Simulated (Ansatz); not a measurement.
Two isomers of ClH3SiZn: A = `Cl[SiH2][ZnH]`, B = `[SiH3][Zn][Cl]`.

Gas-phase electronic energies from Ansatz, PBE0-D4/def2-TZVP geometries. CBS: MP2 limit from def2 TZ/QZ plus the TZ coupled-cluster correction, frozen cores. DFT in def2-TZVPP. For Zn outer-core shells are correlated without core-valence functions, which leaves a few kJ/mol of doubt a bond. Scalar relativity is left out up to krypton.

A:

```xyz
6

Cl   -1.4644   -1.0556    1.4593
Si   -0.7069    0.2471    0.0221
Zn    1.5984   -0.2658   -0.3115
H    -1.5573    0.0725   -1.1878
H    -0.9665    1.6229    0.5288
H     3.0967   -0.6210   -0.5109
```

B:

```xyz
6

Si   -0.800   -0.113    0.334
Zn    1.351    0.190   -0.564
Cl    3.287    0.465   -1.372
H    -0.889   -1.413    1.052
H    -1.123    0.975    1.295
H    -1.826   -0.104   -0.744
```

Which is lower in electronic energy at CCSD(T)/CBS, and by how much? (Best estimate.)

Computed: B, by 71.9 kJ/mol.

Give E(B) − E(A) in kJ/mol with BLYP-D4, HF/def2-TZVPP, MP2/def2-TZVPP, CCSD(T)/def2-SVP, ωB97M-V, B2PLYP, CCSD(T)/def2-TZVPP. (Estimate.)

Computed: BLYP-D4 -61.4, HF/def2-TZVPP -77.5, MP2/def2-TZVPP -64.8, CCSD(T)/def2-SVP -74.6, ωB97M-V -63.1, B2PLYP -67.6, CCSD(T)/def2-TZVPP -65.8. None reverses the order clearly.

Does the order hold for the free energy at 298.15 K (harmonic terms from PBE0-D4)? (An estimate is asked.)

The calculation gave: Yes: G(B) − G(A) = -66.8 kJ/mol.

Largest T1 diagnostic: 0.014.

From BLYP to BHLYP (50 % exact exchange), in def2-TZVPP and without D4, E(B) − E(A) moves by −5.7 kJ/mol. In def2-TZVPP, CCSD(T) changes the Hartree–Fock value by +11.7 kJ/mol (the triples alone add +1.5 kJ/mol) and MP2 by +12.7 kJ/mol.
